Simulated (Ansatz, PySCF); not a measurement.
Pulling on the Se1–H2 bond in H2OSe (SMILES O[SeH]) (multiplicity 1 held, fragments rigid). Energies count from the point at 1.482 Å.
Geometry at that point (charge 0, multiplicity 1):
```tsv
atom	x (Å)	y (Å)	z (Å)
Se	-0.2423	-0.0634	0.2813
H	-1.3282	-0.3874	-0.6732
O	1.0652	0.1787	-0.9608
H	1.0461	1.1122	-1.2051
```

R- and RO- levels are restricted; in cc, def2 and unpolarised 6-31G sets they are followed outwards from rest. U- levels take the lowest unrestricted solution at each point, which mixes spins at long bonds. Curves can end on different states.

Rows in 3-21G, LANL2DZ carry no dispersion term and start afresh at each structure; the Pople sets are all-electron and without relativity. LANL2DZ brings its own core potentials from Na on.

Programs: Ansatz (a first-principles code); PySCF for 3-21G rows, LANL2DZ rows. Values without a source in brackets are computed.

### Question
One of these levels gives 3.121 eV for the energy at R = 4.741 Å. Which one is it?
A) R-B3LYP/cc-pVTZ
B) U-PBE/cc-pVTZ
C) R-HF/3-21G
D) U-HF/LANL2DZ

### Answer
B, U-PBE/cc-pVTZ. The others give 7.230 (R-HF/3-21G), 1.972 (U-HF/LANL2DZ), 4.968 (R-B3LYP/cc-pVTZ)

Doubts at one or more of the structures used: a restricted determinant that unrestricted orbitals would lower (R-HF/3-21G, R-B3LYP/cc-pVTZ); a spin-contaminated determinant (U-HF/LANL2DZ, U-PBE/cc-pVTZ).
